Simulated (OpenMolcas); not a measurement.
**Lines of Xe IV: computed and rescaled rates**

* Program: OpenMolcas
* Method: RASSCF
* Basis: ANO-RCC-VQZP [8s7p5d3f2g]
* Scalar Hamiltonian: DKH2, point nucleus
* Active space: 5 electrons in 9 orbitals (RAS2 5s 5p; RAS3 5d, at most 2 electrons)
* State averaging: 2S+1 = 4 odd, 1 root; 2S+1 = 2 odd, 11 roots; 2S+1 = 4 even, 3 roots; 2S+1 = 2 even, 9 roots
* Spin-orbit coupling: RASSI with atomic mean-field integrals over the reference wave functions, term energies averaged over their components

Rates come from the transition moments of the reference wave functions (E1 and E2 in the length form). At fixed line strength A goes as λ^-3 for E1 and M1 and as λ^-5 for E2, so a rate at the computed wavelength can be rescaled to the measured one. Measured vacuum wavelengths follow from level energies in Saloman, J. Phys. Chem. Ref. Data 33, 765 (2004). Branching counts decays inside the model space alone, at computed energies, and the table is only a selection of the E2 and M1 lines, drawn from those between levels with measured partners whose computed energy lies within a factor of 1.5 of the measured one.

```json
{"Upper": "5s² 5p³ ²D°_5/2", "Lower": "5s² 5p³ ²D°_3/2", "Type": "M1", "λ computed (nm)": "2498", "λ measured (nm)": "2356", "A computed (s-1)": "5.47e-01", "A rescaled (s-1)": "6.52e-01", "Branching %": "26.6"}
{"Upper": "5s² 5p³ ²P°_3/2", "Lower": "5s² 5p³ ²P°_1/2", "Type": "M1", "λ computed (nm)": "1681", "λ measured (nm)": "1314", "A computed (s-1)": "1.45e+00", "A rescaled (s-1)": "3.04e+00", "Branching %": "1.2"}
{"Upper": "5s² 5p³ ²P°_1/2", "Lower": "5s² 5p³ ²D°_3/2", "Type": "M1", "λ computed (nm)": "681.7", "λ measured (nm)": "677.1", "A computed (s-1)": "9.71e+00", "A rescaled (s-1)": "", "Branching %": "19.1"}
{"Upper": "5s² 5p³ ²P°_1/2", "Lower": "5s² 5p³ ²D°_3/2", "Type": "E2", "λ computed (nm)": "681.7", "λ measured (nm)": "677.1", "A computed (s-1)": "8.54e-01", "A rescaled (s-1)": "8.83e-01", "Branching %": "1.7"}
{"Upper": "5s² 5p³ ²P°_3/2", "Lower": "5s² 5p³ ²D°_5/2", "Type": "M1", "λ computed (nm)": "601.8", "λ measured (nm)": "551.3", "A computed (s-1)": "1.51e+01", "A rescaled (s-1)": "", "Branching %": "12.7"}
{"Upper": "5s² 5p³ ²P°_3/2", "Lower": "5s² 5p³ ²D°_5/2", "Type": "E2", "λ computed (nm)": "601.8", "λ measured (nm)": "551.3", "A computed (s-1)": "1.76e+00", "A rescaled (s-1)": "2.73e+00", "Branching %": "1.5"}
{"Upper": "5s² 5p³ ²D°_3/2", "Lower": "5s² 5p³ ⁴S°_3/2", "Type": "M1", "λ computed (nm)": "580.8", "λ measured (nm)": "753.7", "A computed (s-1)": "1.75e+01", "A rescaled (s-1)": "", "Branching %": "99.5"}
{"Upper": "5s² 5p³ ²D°_3/2", "Lower": "5s² 5p³ ⁴S°_3/2", "Type": "E2", "λ computed (nm)": "580.8", "λ measured (nm)": "753.7", "A computed (s-1)": "8.93e-02", "A rescaled (s-1)": "", "Branching %": "0.5"}
{"Upper": "5s² 5p³ ²P°_3/2", "Lower": "5s² 5p³ ²D°_3/2", "Type": "M1", "λ computed (nm)": "485", "λ measured (nm)": "446.8", "A computed (s-1)": "5.09e+01", "A rescaled (s-1)": "", "Branching %": "42.7"}
{"Upper": "5s² 5p³ ²P°_3/2", "Lower": "5s² 5p³ ²D°_3/2", "Type": "E2", "λ computed (nm)": "485", "λ measured (nm)": "446.8", "A computed (s-1)": "9.61e-01", "A rescaled (s-1)": "1.45e+00", "Branching %": "0.8"}
{"Upper": "5s² 5p³ ²D°_5/2", "Lower": "5s² 5p³ ⁴S°_3/2", "Type": "M1", "λ computed (nm)": "471.2", "λ measured (nm)": "571.1", "A computed (s-1)": "1.15e+00", "A rescaled (s-1)": "", "Branching %": "56.0"}
{"Upper": "5s² 5p³ ²D°_5/2", "Lower": "5s² 5p³ ⁴S°_3/2", "Type": "E2", "λ computed (nm)": "471.2", "λ measured (nm)": "571.1", "A computed (s-1)": "3.59e-01", "A rescaled (s-1)": "", "Branching %": "17.4"}
{"Upper": "5s² 5p³ ²P°_1/2", "Lower": "5s² 5p³ ⁴S°_3/2", "Type": "M1", "λ computed (nm)": "313.6", "λ measured (nm)": "356.7", "A computed (s-1)": "3.96e+01", "A rescaled (s-1)": "", "Branching %": "77.7"}
{"Upper": "5s² 5p³ ²P°_1/2", "Lower": "5s² 5p³ ⁴S°_3/2", "Type": "E2", "λ computed (nm)": "313.6", "λ measured (nm)": "356.7", "A computed (s-1)": "6.25e-01", "A rescaled (s-1)": "", "Branching %": "1.2"}
{"Upper": "5s² 5p³ ²P°_3/2", "Lower": "5s² 5p³ ⁴S°_3/2", "Type": "M1", "λ computed (nm)": "264.3", "λ measured (nm)": "280.5", "A computed (s-1)": "4.90e+01", "A rescaled (s-1)": "", "Branching %": "41.1"}
```

Spin-changing lines and M1 lines between different terms are not rescaled, since their strength hangs on the term gaps too.

The largest correction is for 5s² 5p³ ²P°_3/2 → 5s² 5p³ ²P°_1/2 (M1): 1.45e+00 × (1681 / 1314)^3 = 3.04e+00 s-1, a factor of 2.09.

No measured rate stands beside these. Rescaling mends the energy factor alone: line strengths can still be far off where a level mixes with configurations outside the active space, and weak or spin-changing lines hang on small mixing coefficients that depend on the term gaps too, so rescaling need not improve them.

The run also gave levels led by 5s 5p³ 5d, 5s² 5p² 5d, which use shells meant for correlation; these and all levels above them are left out. Measured partners are found by configuration, term and J. A level has none where our copy of the source lacks it or the pairing is in doubt (some pairs that miss far off the trend of their configuration count as doubtful). Levels of configurations outside the active space are missing.

° marks odd parity.
